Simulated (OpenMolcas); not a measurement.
BSiH4O2F (SMILES O[SiH2]B(O)F): entropy by statistical mechanics

A singlet with charge 0, relaxed at HF/3-21G (OpenMolcas 26.06):

```xyz
9

O     1.1970    0.6394    1.7492
Si    0.7974   -0.4039    0.4924
B    -0.7275    0.2330   -0.6587
O    -0.9469   -0.4175   -1.8376
F    -1.5716    1.2485   -0.3363
H     0.5811    1.0834    2.3377
H     2.0063   -0.5233   -0.3508
H     0.4274   -1.7553    1.0025
H    -1.6747   -0.1506   -2.4156
```

Harmonic wavenumbers in cm⁻¹: 44, 99, 201, 290, 349, 401, 603, 638, 707, 772, 836, 962, 986, 1039, 1043, 1382, 1499, 2262, 2329, 3887, 3972.

Masses in u: O 15.999, Si 28.085, B 10.81, F 18.998, H 1.008. Take T = 298.15 K, p = 1 bar, R = 8.3145 J/(mol K), kT/hc = 207.22 cm⁻¹, rigid rotor and harmonic oscillator.

Problem. Work out S° at 298 K.

Solution. 
1. Translation (Sackur–Tetrode): S = R[3/2 ln M + 5/2 ln T − 1.1517] with M = 93.923 gives 165.5 J/(mol K).
2. Rotation: principal moments 73.885, 218.697, 285.140 u Å² give A, B, C = 0.2282, 0.0771, 0.0591 cm⁻¹; the symmetry number is σ = 1; q = (√π/σ)√((kT/hc)³/ABC) = 163962; S = R(ln q + 3/2) = 112.3.
3. Vibration: with u = ν̃/207.22, each mode gives R[u/(eᵘ − 1) − ln(1 − e⁻ᵘ)]; the sum is 67.8, most from 44 cm⁻¹ (21.2), 99 cm⁻¹ (14.5), 201 cm⁻¹ (8.9).
4. Spin and the two mirror images of this shape: R ln 2 = 5.8.
5. Sum: 165.5 + 112.3 + 67.8 + 5.8 = 351.4 J/(mol K).

No measured value is set beside it here. Where a soft mode is a torsion, a harmonic oscillator describes it poorly. One conformer is counted; others would raise S. The set lacks polarisation functions, so shape and wavenumbers are rough.
